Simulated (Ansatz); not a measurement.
Abstraction of F: GaH(CH3)F + C2H5O → GaH(CH3) + C2H5FO

Species: GaH(CH3)F, singlet; C2H5O `[CH2]OC`, doublet; GaH(CH3), doublet; C2H5FO (methoxymethyl fluoride) `COCF`, singlet. A radical takes F: the energy is the difference in strength between the Ga–F bond broken and the C–F bond made.

Shapes, held fixed at every level: PBE0-D4/def2-TZVP. Flexible molecules stand in one conformer, not always the lowest. Programs: Ansatz 0.2.0. Electronic energies: no zero-point or thermal term.

```json
{"level": "MP2/def2-TZVPP", "kind": "perturbation theory", "ΔE (kJ/mol)": "+80.3", "less CCSD/def2-SVP": "+4.9"}
{"level": "HF/def2-TZVPP", "kind": "Hartree–Fock", "ΔE (kJ/mol)": "+84.1", "less CCSD/def2-SVP": "+8.7"}
{"level": "SPW92/def2-TZVPP", "kind": "LDA", "ΔE (kJ/mol)": "+58.0", "less CCSD/def2-SVP": "-17.4"}
{"level": "PBE-D4/def2-TZVPP", "kind": "GGA", "ΔE (kJ/mol)": "+70.2", "less CCSD/def2-SVP": "-5.2"}
{"level": "r2SCAN0-D4/def2-TZVPP", "kind": "global hybrid", "ΔE (kJ/mol)": "+81.1", "less CCSD/def2-SVP": "+5.7"}
{"level": "wB97X-V/def2-TZVPP", "kind": "range-separated hybrid", "ΔE (kJ/mol)": "+80.3", "less CCSD/def2-SVP": "+4.9"}
{"level": "CCSD(T)/def2-SVP", "kind": "coupled cluster or CI", "ΔE (kJ/mol)": "+73.6", "less CCSD/def2-SVP": "-1.8"}
{"level": "CCSD/def2-SVP", "kind": "coupled cluster or CI", "ΔE (kJ/mol)": "+75.4", "less CCSD/def2-SVP": "0.0"}
```

The highest level, CCSD/def2-SVP, gives ΔE = +75.4 kJ/mol; the levels span +58.0 to +84.1. The column of differences is taken from that level and isn't an error. No measured value is set beside it here. Open shells run unrestricted. Relativity is left out for Ga. Outer-core shells of Ga are correlated, in sets that cover them unevenly.
